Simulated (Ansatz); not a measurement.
Start from `C[SiH2]N(C)C` and change one atom or group to get `C[N](C)[AlH][NH2]`.

Ansatz, PBE0-D4/def2-TZVP geometries, multiplicity 1. Each molecule was computed in one conformer, which needn't be the lowest.

```tsv
property	`C[SiH2]N(C)C`
size of the dipole moment (ωB97M-V/def2-TZVPP) / D	0.83
HOMO energy (PBE/def2-TZVPP) / eV	-4.95
HOMO energy (B3LYP/def2-TZVPP) / eV	-6.06
LUMO energy (PBE0/def2-TZVPP) / eV	1.04
LUMO energy (PBE/def2-TZVPP) / eV	0.22
LUMO energy (ωB97M-V/def2-TZVPP) / eV	2.50
```

(1) What does the change do to each property? (Best estimate.)

Results:

(1) The calculation gave: 
```json
{"property": "size of the dipole moment (ωB97M-V/def2-TZVPP) / D", "`C[N](C)[AlH][NH2]`": "1.06", "shift": "0.23"}
{"property": "HOMO energy (PBE/def2-TZVPP) / eV", "`C[N](C)[AlH][NH2]`": "-4.86", "shift": "0.09"}
{"property": "HOMO energy (B3LYP/def2-TZVPP) / eV", "`C[N](C)[AlH][NH2]`": "-5.91", "shift": "0.15"}
{"property": "LUMO energy (PBE0/def2-TZVPP) / eV", "`C[N](C)[AlH][NH2]`": "0.30", "shift": "-0.74"}
{"property": "LUMO energy (PBE/def2-TZVPP) / eV", "`C[N](C)[AlH][NH2]`": "-0.45", "shift": "-0.67"}
{"property": "LUMO energy (ωB97M-V/def2-TZVPP) / eV", "`C[N](C)[AlH][NH2]`": "1.82", "shift": "-0.68"}
```

With PBE0 the HOMO rises by 0.13 eV and the LUMO falls by 0.74 eV, so the gap narrows by about 0.87 eV. PBE moves the HOMO by 0.09 eV and ωB97M-V by 0.15 eV. The zero-point energy changes by -56.4 kJ/mol with -6 modes. Dipoles are sizes alone; their direction can turn.

B3LYP here is the variant with VWN-RPA as its local correlation; programs differ in this.
